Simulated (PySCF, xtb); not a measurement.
Ga(F)(Br)(OH) (BrFGaHO), SMILES [Br][Ga]([OH])[F].

GFN2-xTB (xtb) at its own geometry gives an orbital gap of 3.87 eV and a dipole moment of 3.57 D.

The structure is a stationary point at PBE0-D3(BJ)/def2-SVP. The structure was generated by enumeration; whether it is a known compound was not checked. The values are those of a single conformer.

What does r2SCAN/def2-TZVPD (PySCF) give? (The exact figures need the calculation; the answer reports its results.)

gap 5.61 eV (levels -8.09 and -2.48 eV), dipole 0.95 D.
